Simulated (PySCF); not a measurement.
A species of formula C9H14O has this rotational fingerprint, computed with PBE0-D3(BJ)/def2-SVP geometry optimisation, gas phase (PySCF 2.14.0):

| Quantity | Value |
| --- | --- |
| Rotational constants | A = 2501, B = 920.5, C = 854.2 MHz |
| Dipole components | \|μa\| = 2.92 D, \|μb\| = 0.36 D, \|μc\| = 0.58 D |
| Inertial defect | -159.42 u·Å² |
| κ | -0.92 |

Question: Which candidate fits, each taken in the one conformer that was computed?
A. `[CH3:1][O:2][C:3]1=[C:4]=[CH:5][CH2:6][CH2:7][CH2:8][CH2:9][CH2:10]1` with C1–O2–C3–C4 -4°, C4–C5–C6–C7 11°, C5–C6–C7–C8 63°, C6–C7–C8–C9 -114°, C7–C8–C9–C10 78°
B. `[CH3:1][CH:2]([CH3:3])[O:4][C@@H:5]1[CH:6]=[CH:7][C@H:8]2[CH2:9][C@@H:10]12` with C1–C2–O4–C5 -154°, C2–O4–C5–C6 -160°
C. `[CH3:1][C@@H:2]1[C@H:3]([CH:4]=[O:5])[CH2:6][C:7]12[CH2:8][CH2:9][CH2:10]2` with C2–C3–C4–O5 113°
D. `[O:1]=[CH:2][C@@:3]12[CH2:4][CH2:5][CH2:6][CH2:7][C@@H:8]1[CH2:9][CH2:10]2` with O1–C2–C3–C4 -1°, C2–C3–C4–C5 87°, C3–C4–C5–C6 58°, C4–C5–C6–C7 -62°, C5–C6–C7–C8 51°
E. `[CH3:1][C:2](=[O:3])[C@H:4]1[CH2:5][C:6]12[CH2:7][CH2:8][CH2:9][CH2:10]2` with C1–C2–C4–C5 159°, C2–C4–C5–C6 109°, C4–C5–C6–C7 -112°, C5–C6–C7–C8 -166°, C6–C7–C8–C9 37°

Answer: C. It is C[C@@H]1[C@H](C=O)CC12CCC2, a near-prolate asymmetric top, point group C1. The candidates at the same level (rigid rotor, commonest isotopes):

```json
{"SMILES": "CC(=O)[C@H]1CC12CCCC2", "A (MHz)": "2453", "B (MHz)": "871.1", "C (MHz)": "826.7", "μa (D)": "1.04", "μb (D)": "1.42", "μc (D)": "2.02", "Δ (u·Å²)": "-174.88", "point group": "C1", "rotor": "near-prolate asymmetric top"}
{"SMILES": "COC1=C=CCCCCC1", "A (MHz)": "1748", "B (MHz)": "1200", "C (MHz)": "885.9", "μa (D)": "0.60", "μb (D)": "0.33", "μc (D)": "0.79", "Δ (u·Å²)": "-139.77", "point group": "C1", "rotor": "asymmetric top"}
{"SMILES": "C[C@@H]1[C@H](C=O)CC12CCC2", "A (MHz)": "2501", "B (MHz)": "920.5", "C (MHz)": "854.2", "μa (D)": "2.92", "μb (D)": "0.36", "μc (D)": "0.58", "Δ (u·Å²)": "-159.42", "point group": "C1", "rotor": "near-prolate asymmetric top"}
{"SMILES": "O=C[C@@]12CCCC[C@@H]1CC2", "A (MHz)": "1696", "B (MHz)": "1401", "C (MHz)": "1027", "μa (D)": "1.87", "μb (D)": "1.85", "μc (D)": "0.04", "Δ (u·Å²)": "-166.28", "point group": "C1", "rotor": "asymmetric top"}
{"SMILES": "CC(C)O[C@@H]1C=C[C@H]2C[C@H]21", "A (MHz)": "2869", "B (MHz)": "772.8", "C (MHz)": "734.6", "μa (D)": "0.02", "μb (D)": "0.79", "μc (D)": "0.94", "Δ (u·Å²)": "-142.08", "point group": "C1", "rotor": "near-prolate asymmetric top"}
```

`CC(C)O[C@@H]1C=C[C@H]2C[C@H]21` has B 16 % too low; `COC1=C=CCCCCC1` has B 30 % too high; `O=C[C@@]12CCCC[C@@H]1CC2` has B 52 % too high; `CC(=O)[C@H]1CC12CCCC2` has B 5 % too low. No structure here is proved a minimum.
